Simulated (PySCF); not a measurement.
A geometry optimisation, step by step.

Compound: CH8Ge2S.
Bonds: C1–Ge2, Ge2–S3, S3–Ge4. Hydrogens: H5, H6, H7 on C1; H8, H9 on Ge2; H10, H11, H12 on Ge4.

Method: PBE0-D3(BJ)/def2-SVP geometry optimisation, gas phase (PySCF 2.14.0); density fitting, grid level 1; the optimiser is geomeTRIC in internal coordinates, started from a GFN2-xTB structure with every atom displaced at random (about 0.01 Å). The frame can shift and turn from step to step; on so coarse a grid that alone can change the energy by a few meV, and forces under 0.02 eV/Å are noise.

Step 0: E = -125002.8408 eV, largest atomic force 1.609 eV/Å
```
atom  x, y, z in Å  |  force x, y, z in eV/Å
C1     -1.805    0.209   -0.038   -0.296   0.373  -0.121
Ge2    -0.591   -1.259    0.325   -0.090   0.218  -0.141
S3      1.237   -0.569    1.358    0.341   0.022   0.347
Ge4     2.063    0.825   -0.154   -1.305  -0.050   0.164
H5     -1.372    0.949   -0.729    0.155  -0.085   0.022
H6     -2.741   -0.135   -0.502   -0.005  -0.184  -0.003
H7     -2.076    0.744    0.882    0.074  -0.049   0.122
H8     -0.177   -1.955   -0.960    0.083  -0.159  -0.409
H9     -1.172   -2.282    1.276   -0.249  -0.261   0.314
H10     1.844    0.277   -1.532   -0.064  -0.365  -0.707
H11     3.478    1.005    0.142    1.565   0.136   0.347
H12     1.350    2.162   -0.079   -0.208   0.403   0.064
```

Step 1: E = -125002.9390 eV, largest atomic force 0.527 eV/Å
```
atom  x, y, z in Å  |  force x, y, z in eV/Å
C1     -1.822    0.319   -0.003    0.077  -0.069  -0.016
Ge2    -0.592   -1.168    0.302   -0.048  -0.111   0.026
S3      1.273   -0.467    1.341   -0.093  -0.024  -0.086
Ge4     2.013    0.964   -0.195    0.397   0.117  -0.115
H5     -1.377    1.053   -0.689    0.014   0.023  -0.018
H6     -2.758   -0.050   -0.447   -0.023  -0.029  -0.013
H7     -2.051    0.818    0.947    0.005   0.012   0.050
H8     -0.202   -1.850   -1.038   -0.036   0.091   0.153
H9     -1.204   -2.208    1.274    0.082   0.109  -0.108
H10     1.806    0.364   -1.619    0.048   0.115   0.272
H11     3.538    1.159    0.115   -0.507  -0.045  -0.137
H12     1.278    2.329   -0.101    0.086  -0.189  -0.010
```

Step 2: E = -125002.9550 eV, largest atomic force 0.097 eV/Å
```
atom  x, y, z in Å  |  force x, y, z in eV/Å
C1     -1.815    0.318    0.000    0.003   0.002  -0.004
Ge2    -0.592   -1.168    0.305    0.007   0.009   0.030
S3      1.274   -0.472    1.333   -0.020  -0.012  -0.021
Ge4     2.011    0.964   -0.199    0.096   0.013   0.006
H5     -1.368    1.051   -0.687   -0.006  -0.002   0.006
H6     -2.752   -0.051   -0.444   -0.001   0.002   0.004
H7     -2.040    0.817    0.952   -0.001   0.001  -0.002
H8     -0.207   -1.842   -1.027    0.006  -0.002  -0.015
H9     -1.195   -2.203    1.270    0.003  -0.005   0.008
H10     1.810    0.370   -1.607    0.001  -0.006   0.001
H11     3.508    1.172    0.097   -0.067  -0.007  -0.020
H12     1.268    2.309   -0.105   -0.020   0.007   0.007
```

Step 3: E = -125002.9554 eV, largest atomic force under 0.02 eV/Å
```
atom  x, y, z in Å  |  force x, y, z in eV/Å
C1     -1.814    0.317    0.004   -0.001  -0.004   0.001
Ge2    -0.590   -1.170    0.306    0.002   0.008   0.008
S3      1.279   -0.475    1.327   -0.001  -0.008  -0.006
Ge4     2.011    0.965   -0.204   -0.001   0.008  -0.002
H5     -1.369    1.050   -0.684   -0.001  -0.001   0.002
H6     -2.753   -0.051   -0.436   -0.001   0.000   0.004
H7     -2.036    0.818    0.957    0.000   0.000   0.001
H8     -0.209   -1.842   -1.028    0.000   0.000  -0.004
H9     -1.189   -2.205    1.274    0.003  -0.001   0.003
H10     1.816    0.368   -1.611    0.000  -0.004  -0.008
H11     3.502    1.184    0.091    0.008   0.003   0.000
H12     1.255    2.304   -0.110   -0.008  -0.001  -0.001
```

Question: Summarise the path.

Answer: The energy falls by 2.64 kcal/mol from step 0 to step 3; nine tenths of that is first reached at step 2. It falls at every step. The largest force goes from 1.609 to under 0.02 eV/Å. Among the bonds Ge4–H11 changes most, from 1.457 to 1.535 Å; the atoms move by 0.045 Å rms after alignment.

What follows is the cost of the whole optimisation. On an Arm Neoverse V1 with one thread, no GPU, on a shared host, this took 42 s and 0.52 GiB of memory at its peak.
